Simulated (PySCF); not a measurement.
## How methods differ on the ionisation energy of Sm⁴⁸⁺

Sm⁴⁸⁺ [Ne] 3s2 3p2 [3p1/2^2, M_J = 0] → Sm⁴⁹⁺ [Ne] 3s2 3p1 [3p1/2^1, M_J = 1/2], as a difference of total energies. Computed with PySCF 2.14 in an even-tempered Gaussian basis (18 s from 12 bohr⁻², ratio 2.4; 14 p from 16 bohr⁻², ratio 2.4; 4 d from 54 bohr⁻², ratio 2.6; 4 f from 82 bohr⁻², ratio 2.6), with the two-component X2C-1e Hamiltonian. Correlated levels: 1s2 frozen; the 54 highest virtual spinors dropped. "Screened" scales the spin-orbit matrix elements by Boettger's factors to mimic the two-electron term; Breit and QED terms are absent.

```tsv
method	ionisation energy (eV)
GHF (spin-free)	4131.2
GMP2 (spin-free)	4132.0
GHF (screened spin-orbit)	4229.4
GMP2 (screened spin-orbit)	4231.3
```

Breit and QED terms and the two-electron picture change are absent.

The spin-free rows relax to the high-spin LS determinant and lack the spin-orbit shift.

The labels give the starting determinants; with spin-orbit coupling the two ends relaxed to ⟨J²⟩ = 0.00, ⟨L²⟩ = 1.34, ⟨S²⟩ = 1.34 and ⟨J²⟩ = 0.75, ⟨L²⟩ = 2.01, ⟨S²⟩ = 0.76.

For comparison: 4227 ± 4 eV (theoretical estimate listed by NIST; NIST Atomic Spectra Database, ionization energies).
